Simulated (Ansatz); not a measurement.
Start from `[NH2][Sc]([OH])[Cl]` and change one atom or group to get `[OH][Sc]([OH])[Cl]`.

Ansatz, PBE0-D4/def2-TZVP geometries, multiplicity 1. Each molecule was computed in one conformer, which needn't be the lowest.

Scalar relativity is left out up to krypton.

| property | `[NH2][Sc]([OH])[Cl]` |
| --- | --- |
| size of the dipole moment (ωB97M-V/def2-TZVPP) / D | 2.84 |
| size of the dipole moment (B3LYP/def2-TZVPP) / D | 2.84 |
| ideal-gas entropy at 298 K and 1 bar (rigid rotor, harmonic PBE0-D4/def2-TZVP) / J/(mol·K) | 350 |
| LUMO energy (ωB97M-V/def2-TZVPP) / eV | -0.25 |
| HOMO energy (B3LYP/def2-TZVPP) / eV | -7.22 |
| HOMO–LUMO gap (ωB97M-V/def2-TZVPP) / eV | 9.57 |

**Question.** Give the same properties after the change, and the shifts. (Best estimate.)

**Answer.** Ansatz gave: 
```tsv
property	`[OH][Sc]([OH])[Cl]`	shift
size of the dipole moment (ωB97M-V/def2-TZVPP) / D	3.62	0.78
size of the dipole moment (B3LYP/def2-TZVPP) / D	3.59	0.75
ideal-gas entropy at 298 K and 1 bar (rigid rotor, harmonic PBE0-D4/def2-TZVP) / J/(mol·K)	345	-5
LUMO energy (ωB97M-V/def2-TZVPP) / eV	-0.39	-0.14
HOMO energy (B3LYP/def2-TZVPP) / eV	-8.12	-0.90
HOMO–LUMO gap (ωB97M-V/def2-TZVPP) / eV	10.29	0.72
```

With PBE0 the HOMO falls by 0.95 eV and the LUMO falls by 0.17 eV, so the gap widens by about 0.78 eV. PBE moves the HOMO by -0.84 eV and ωB97M-V by -0.86 eV. The zero-point energy changes by -32.0 kJ/mol with -3 modes. Dipoles are sizes alone; their direction can turn.

B3LYP here is the variant with VWN-RPA as its local correlation; programs differ in this.
